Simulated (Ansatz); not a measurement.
Job for Ansatz (an electronic-structure program): U-CCSD(T)/cc-pV(T+d)Z on H3NSi (SMILES N[SiH]), a point of a bond scan (R = 2.295 Å). Files ending in .json are basis or fitting sets from the Basis Set Exchange.

Ansatz 0.2 input:
```yaml
crystal:
  periodic: [false, false, false]
  atoms:
    - {symbol: Si, position_ang: [-0.24474767, 0.39103857, 0.50999719]}
    - {symbol: H, position_ang: [-0.75662745, 2.01527056, -1.02796595]}
    - {symbol: N, position_ang: [0.39778231, -0.68955254, -0.65444502]}
    - {symbol: H, position_ang: [0.46313720, -0.52839300, -1.64843432]}
    - {symbol: H, position_ang: [0.76485489, -1.59313906, -0.39509969]}
basis:
  gaussian:
    orbitals: cc-pV_T+d_Z.json
correlation: {method: ccsd_t, electrons: outside_noble_gas}
scf: {omitted_lower_state_checks: [cluster_reference]}
magnetization: {spin_polarized: true, initial_magnetization: 0}
```

The head of its log:

```
WARN ansatz: RAYON_NUM_THREADS=1 ignored (pool sized by the plan → 1); use --threads N
Functional definition: HF
these checks for a lower state are left out or cut short: cluster_reference
integrals: 0.24 GiB planned
647 factors; integrals over basis functions are off by at most 1.2e-3 eV
mean field: 0.23 GiB planned
mean field evaluation 1: about -9387.8101 eV, gradient 2.3e1 eV
mean field evaluation 2: about -9387.8121 eV, gradient 2.3e1 eV
mean field evaluation 4: about -9390.1124 eV, gradient 1.8e0 eV
mean field evaluation 8: about -9390.1449 eV, gradient 9.7e-2 eV
mean field evaluation 16: about -9390.1877 eV, gradient 6.8e-1 eV
mean field evaluation 32: about -9390.2125 eV, gradient 3.5e-4 eV
mean field -9390.21248854 eV, -345.0839440392 hartree, gradient 9.0e-6 eV, S^2 0.327401; 6 other end points of the search recorded, 0 dependent functions left out
6 core orbitals not correlated
reference -9390.21248854 eV, -345.0839440392 hartree; 6, 6 occupied and 99, 99 virtual orbitals, 647 factors
```

Task: Give the final energy of this run.

Result: -345.4536 hartree (reference determinant -345.0839, T1 diagnostic 0.062). Its determinant has ⟨S²⟩ = 0.33, a mixture of spin states.
